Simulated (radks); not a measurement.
Values are calculated unless marked as measured or tabulated.
Task: Excited configurations of neutral tungsten: one electron is placed in a higher orbital outside [Xe] 4f14 5d4 6s1. The ground configuration is [Xe] 4f14 5d4 6s2. Level of theory: scalar-relativistic Kohn-Sham, PBE, spin-unpolarised, spherical densities, finite nucleus; Fermi nuclear charge, rms radius 5.3658 fm (a radial shooting solver on a logarithmic mesh with Libxc functionals). Excitation = E - E(ground); binding = E(ion) - E, where the ion is the core of charge +1; n* = 1/sqrt(2 binding) in atomic units, and the quantum defect is n - n*.

| outer orbital | excitation (eV) | binding (eV) | n* | quantum defect | eigenvalue (eV) | <r> (bohr) |
|---|---|---|---|---|---|---|
| 6p | 4.492 | 4.389 | 1.761 | 4.239 | -2.117 | 4.566 |
| 6d | 7.303 | 1.577 | 2.937 | 3.063 | -0.721 | 10.51 |
| 6f | 8.242 | 0.638 | 4.617 | 1.383 | -0.367 | 28.86 |
| 7p | 7.112 | 1.769 | 2.773 | 4.227 | -1.011 | 11.41 |
| 7d | 7.891 | 0.990 | 3.708 | 3.292 | -0.557 | 19.64 |
| 7f | 8.417 | 0.463 | 5.420 | 1.580 | -0.288 | 43.19 |

Estimate the row for 5f.

Result: excitation (eV) 7.963; binding (eV) 0.918; n* 3.851; quantum defect 1.149; eigenvalue (eV) -0.431; <r> (bohr) 17.11. The Delta-SCF ionisation energy is 8.880 eV (NIST Atomic Spectra Database: 7.864 eV, measured). Self-interaction in the functional shifts the binding energies and quantum defects, so they are the method's values and not measured ones. Spin polarisation and multiplet splitting are left out, so open shells lie too high by an amount that depends on their filling. Spin-orbit splitting is averaged out at the scalar-relativistic level.

Beside tabulated values, note that spin-unpolarised runs miss the spin-polarisation part of the exchange energy of open shells.
